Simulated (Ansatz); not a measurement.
Basis sets compared for the cluster Zn3F4⁺. Total charge 1; doublet. Geometry r2SCAN-D4/def2-SVP. Ansatz on 4 threads of AMD EPYC on a shared host; times are rough, and most runs start from earlier orbitals.

Cartesian coordinates in Å:
```
Zn -1.650 1.080 1.737
Zn 1.485 0.328 -0.850
Zn -0.904 -1.238 -0.047
F -0.092 0.567 0.385
F 0.566 -1.358 -1.136
F 2.807 1.381 -1.203
F -2.212 -0.761 1.114
```

Another isomer (doublet) lies 0.08 eV lower at PBE0-D4/def2-TZVP; other spin states weren't run for this one.

```
           level  functions  energy (Eh)  HOMO (eV)  LUMO (eV)  wall time
 PBE-D4/def2-SVP        149   -5735.1633     -10.14      -9.17      5.5 s
PBE0-D4/def2-SVP        149   -5735.2498     -10.91      -8.07       11 s
```

Problem. Estimate the rows for PBE-D4/def2-TZVP (with forces), PBE0-D4/def2-TZVP.

Solution. 
```json
{"level": "PBE-D4/def2-TZVP (with forces)", "functions": "268", "energy (Eh)": "-5736.4414", "HOMO (eV)": "-10.57", "LUMO (eV)": "-9.62", "wall time": "13 s"}
{"level": "PBE0-D4/def2-TZVP", "functions": "268", "energy (Eh)": "-5736.4967", "HOMO (eV)": "-11.27", "LUMO (eV)": "-8.41", "wall time": "25 s"}
```
